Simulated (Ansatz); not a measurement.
A structure relaxed at PBE-D4/def2-TZVP in Ansatz, charge 0, doublet:

```
atom    x (Å)    y (Å)    z (Å)
 Cu1  -2.3358   0.1516   0.8598
 Zn2   2.4486  -0.1533  -0.8985
 Zn3  -0.1128   0.0017   0.0386
```

(1) Give its formula and point group.

(2) Summarise the bond lengths by kind (pairs closer than 1.2 times the sum of covalent radii, bridged metal pairs left out).

Answers

(1) Zn2Cu. Point group C∞v (tolerance 0.1 Å).

(2) 1 × Cu–Zn 2.37 Å; 1 × Zn–Zn 2.73 Å.

Another isomer (doublet) lies 0.28 eV lower at PBE0-D4/def2-TZVP; other spin states weren't run for this one.
